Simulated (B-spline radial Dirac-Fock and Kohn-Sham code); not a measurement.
Electron momentum distribution of Yb⁶⁵⁺: Compton profiles

System: Yb⁶⁵⁺, [He] 2s2 2p1.

These are calculated numbers from a radial B-spline solver; the model is the impulse approximation on Dirac-Fock densities. pz is in atomic units of momentum; subshell profiles are per electron, for a selection of subshells; open shells are spread over both j values by their weights.

```
 pz   J total   J 1s1/2   J 2p1/2   J 2p3/2
  0    0.1140    0.0108    0.0180    0.0196
0.8    0.1138    0.0108    0.0180    0.0196
  1    0.1136    0.0108    0.0180    0.0196
1.2    0.1134    0.0108    0.0180    0.0196
1.4    0.1132    0.0108    0.0180    0.0196
1.6    0.1130    0.0108    0.0180    0.0196
1.8    0.1127    0.0108    0.0180    0.0196
  2    0.1124    0.0108    0.0180    0.0196
2.5    0.1115    0.0108    0.0180    0.0196
  3    0.1104    0.0108    0.0180    0.0195
  4    0.1076    0.0108    0.0180    0.0195
  5    0.1043    0.0107    0.0180    0.0195
  7   0.09598    0.0106    0.0178    0.0193
 10   0.08137    0.0103    0.0173    0.0185
 15   0.05751   0.00964    0.0153    0.0160
 20   0.03984   0.00883    0.0123    0.0123
 30   0.02225   0.00699   0.00632   0.00567
 40   0.01485   0.00521   0.00280   0.00223
 60  0.007044   0.00263  0.000544  0.000344
100  0.001643  0.000657  4.06e-05  1.69e-05
```

J(0) = 0.1140. The 2s1/2 subshell gives the largest part, 64 %.

Mean momentum ⟨p⟩ by subshell (a.u.): 1s1/2 71.3, 2s1/2 26.8, 2p1/2 35.1, 2p3/2 31.7.
